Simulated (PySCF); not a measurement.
**Spinor energies of Pt (platinum, neutral)**

Start: [Xe] 4f14 5d8 6s2; 5d3/2 filled at m_j = -1/2, +1/2, +3/2; 5d5/2 filled at m_j = -3/2, -1/2, +1/2, +3/2, +5/2. Calculated with PySCF 2.14 in x2c-TZVPall-2c with one added diffuse shell each of s, p, d type (12s12p11d2f, 117 functions): generalised Hartree-Fock with the X2C-1e Hamiltonian and a Gaussian nucleus; spin-orbit coupling (SO) screened by Boettger's factors. This is a chosen level, not necessarily the ground level.

```json
{"spinor shell": "1s1/2", "electrons": "2", "ε, screened SO (eV)": "-78805.8", "weight of nominal j (screened SO)": "1.000", "rms radius, screened SO (bohr)": "0.0194"}
{"spinor shell": "2s1/2", "electrons": "2", "ε, screened SO (eV)": "-13993.0", "weight of nominal j (screened SO)": "1.000", "rms radius, screened SO (bohr)": "0.0782"}
{"spinor shell": "2p1/2", "electrons": "2", "ε, screened SO (eV)": "-13388.5", "weight of nominal j (screened SO)": "1.000", "rms radius, screened SO (bohr)": "0.0663"}
{"spinor shell": "2p3/2", "electrons": "4", "ε, screened SO (eV)": "-11653.9", "weight of nominal j (screened SO)": "1.000", "rms radius, screened SO (bohr)": "0.0741"}
{"spinor shell": "3s1/2", "electrons": "2", "ε, screened SO (eV)": "-3355.7", "weight of nominal j (screened SO)": "1.000", "rms radius, screened SO (bohr)": "0.200"}
{"spinor shell": "3p1/2", "electrons": "2", "ε, screened SO (eV)": "-3085.2", "weight of nominal j (screened SO)": "1.000", "rms radius, screened SO (bohr)": "0.191"}
{"spinor shell": "3p3/2", "electrons": "4", "ε, screened SO (eV)": "-2698.0", "weight of nominal j (screened SO)": "1.000", "rms radius, screened SO (bohr)": "0.207"}
{"spinor shell": "3d3/2", "electrons": "4", "ε, screened SO (eV)": "-2252.9", "weight of nominal j (screened SO)": "1.000", "rms radius, screened SO (bohr)": "0.182"}
{"spinor shell": "3d5/2", "electrons": "6", "ε, screened SO (eV)": "-2169.8", "weight of nominal j (screened SO)": "1.000", "rms radius, screened SO (bohr)": "0.186"}
{"spinor shell": "4s1/2", "electrons": "2", "ε, screened SO (eV)": "-759.13", "weight of nominal j (screened SO)": "1.000", "rms radius, screened SO (bohr)": "0.441"}
{"spinor shell": "4p1/2", "electrons": "2", "ε, screened SO (eV)": "-643.24", "weight of nominal j (screened SO)": "1.000", "rms radius, screened SO (bohr)": "0.447"}
{"spinor shell": "4p3/2", "electrons": "4", "ε, screened SO (eV)": "-549.74", "weight of nominal j (screened SO)": "1.000", "rms radius, screened SO (bohr)": "0.480"}
{"spinor shell": "4d3/2", "electrons": "4", "ε, screened SO (eV)": "-359.72", "weight of nominal j (screened SO)": "1.000", "rms radius, screened SO (bohr)": "0.496"}
{"spinor shell": "4d5/2", "electrons": "6", "ε, screened SO (eV)": "-341.57", "weight of nominal j (screened SO)": "1.000", "rms radius, screened SO (bohr)": "0.508"}
{"spinor shell": "5s1/2", "electrons": "2", "ε, screened SO (eV)": "-122.98", "weight of nominal j (screened SO)": "1.000", "rms radius, screened SO (bohr)": "1.02"}
{"spinor shell": "4f5/2", "electrons": "6", "ε, screened SO (eV)": "-96.157", "weight of nominal j (screened SO)": "0.998", "rms radius, screened SO (bohr)": "0.564"}
{"spinor shell": "5p1/2", "electrons": "2", "ε, screened SO (eV)": "-84.406", "weight of nominal j (screened SO)": "0.995", "rms radius, screened SO (bohr)": "1.12"}
{"spinor shell": "5p3/2", "electrons": "4", "ε, screened SO (eV)": "-67.259", "weight of nominal j (screened SO)": "0.998", "rms radius, screened SO (bohr)": "1.21"}
{"spinor shell": "5d5/2", "electrons": "5", "ε, screened SO (eV)": "-13.859", "weight of nominal j (screened SO)": "0.738", "rms radius, screened SO (bohr)": "1.76"}
{"spinor shell": "5d3/2", "electrons": "3", "ε, screened SO (eV)": "-15.053", "weight of nominal j (screened SO)": "0.870", "rms radius, screened SO (bohr)": "1.71"}
{"spinor shell": "6s1/2", "electrons": "2", "ε, screened SO (eV)": "-8.383", "weight of nominal j (screened SO)": "0.999", "rms radius, screened SO (bohr)": "3.24"}
```

(1) Where does 4f7/2 lie, and what is the 4f spin-orbit splitting (screened SO)?

| quantity | screened SO |
| --- | --- |
| E (hartree) | -18426.64231 |
| M_J | 4 |
| ⟨J²⟩ | 20.015 |
| ⟨L²⟩ | 12.420 |
| ⟨S²⟩ | 2.106 |

Each row is a mean over spinors that exchange with the open shell spreads, by up to 6.464 eV (5p3/2).

Rows whose weight is well below 1 are mixtures of j = l ± 1/2: exchange outweighs spin-orbit coupling there, and the label is only the starting occupation.

Breit and QED terms are absent; they matter most for the inner s and p1/2 levels.

Densities and radii are taken from the X2C orbitals without a picture-change correction, which distorts them close to the nucleus.

## Answers

(1) At -92.594 eV, 3.563 eV above 4f5/2.
